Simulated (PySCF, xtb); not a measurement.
In(H)(Cl)(OH) (ClH2InO), SMILES [OH][InH][Cl].

GFN2-xTB run with xtb at its own geometry gives an orbital gap of 3.97 eV and a dipole moment of 3.07 D.

The structure is a stationary point at B3LYP-D3(BJ)/def2-TZVP. The def2 effective core potentials stand for the cores of In; spin–orbit coupling is left out. Other conformers were not sampled.

Task: What does B3LYP/def2-TZVPD (PySCF) give? (An estimate is asked for; the answer gives what the named calculation found.)

Result: gap 6.41 eV (levels -8.36 and -1.95 eV), dipole 3.70 D.
